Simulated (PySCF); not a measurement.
Two species compared at the same levels of theory.

First species: C6H4BrFO.
InChI=1S/C6H4BrFO/c1-3-5(2)9-4-6(7)8/h1,4H,2H2/b6-4+

Second species: 5-ethynylcyclopentadiene, C₇H₆.
Cartesian coordinates in Å at the PBE0-D3(BJ)/def2-SVP level; atoms count from 1:
```xyz
13
C7H6 angstrom
C      2.735   -0.576   -0.697
C      1.718   -0.208   -0.152
C      0.496    0.237    0.511
C     -0.376    1.155   -0.310
C     -1.633    0.670   -0.322
C     -1.679   -0.584    0.434
C     -0.451   -0.867    0.910
H      3.633   -0.905   -1.183
H      0.786    0.783    1.434
H     -0.005    2.062   -0.786
H     -2.492    1.130   -0.813
H     -2.578   -1.185    0.584
H     -0.147   -1.729    1.503
```

Levels: CAM-B3LYP/def2-SVPD for dipole moment, HOMO energy, LUMO energy, HOMO–LUMO gap, static isotropic polarisability and electronic spatial extent ⟨r²⟩ about the centre of nuclear charge; TDDFT CAM-B3LYP/def2-SVPD for lowest singlet excitation; PBE0-D3(BJ)/def2-SVP for rotational constant A and rotational constant C. Geometries: PBE0-D3(BJ)/def2-SVP. All species are isolated and taken at one optimised geometry, non-relativistic unless stated. Electronic properties by PySCF.

The conformers computed, where there is a choice (atom-mapped SMILES and torsion angles):
- `[CH:1]#[C:2][C:3](=[CH2:4])[O:5]/[CH:6]=[C:7](/[F:8])[Br:9]`: C2–C3–O5–C6 1°, C3–O5–C6–C7 180°

```tsv
property	column X	column Y
dipole moment	2.64 D	0.59 D
HOMO energy	-7.73 eV	-7.87 eV
LUMO energy	-0.17 eV	0.25 eV
HOMO–LUMO gap	7.56 eV	8.12 eV
lowest singlet excitation	5.13 eV	5.05 eV
static isotropic polarisability	102.8 au	76.4 au
electronic spatial extent ⟨r²⟩ about the centre of nuclear charge	2217 bohr²	716 bohr²
rotational constant A	2.278 GHz	6.844 GHz
rotational constant C	0.439 GHz	1.730 GHz
```

Which column belongs to which species?

Column X is the first species and column Y the second. The first has 13 atoms and 92 electrons, the second 13 and 48.

How does each property change from the first species to the second?

dipole moment -2.05 D; HOMO energy -0.14 eV; LUMO energy +0.42 eV; HOMO–LUMO gap +0.56 eV; lowest singlet excitation -0.08 eV; static isotropic polarisability -26.4 au; electronic spatial extent ⟨r²⟩ about the centre of nuclear charge -1501 bohr²; rotational constant A +4.566 GHz; rotational constant C +1.291 GHz.

On the first: The polarisability is 15.24 Å³ as a volume (1 au = 0.148185 Å³), or 1.12 au for each of the 92 electrons. S1 lies 2.43 eV below the HOMO–LUMO gap; its leading configuration is HOMO→LUMO, weight 0.96. The calculation is non-relativistic and has no spin–orbit coupling, an omission that weighs most on bromine.

On the second: The dipole matches unit charges of opposite sign 0.12 Å apart (1 e·Å = 4.8032 D). No computed singlet falls in the visible range (750 to 380 nm, 1.65 to 3.26 eV); S1 lies 1.79 eV above its blue end.
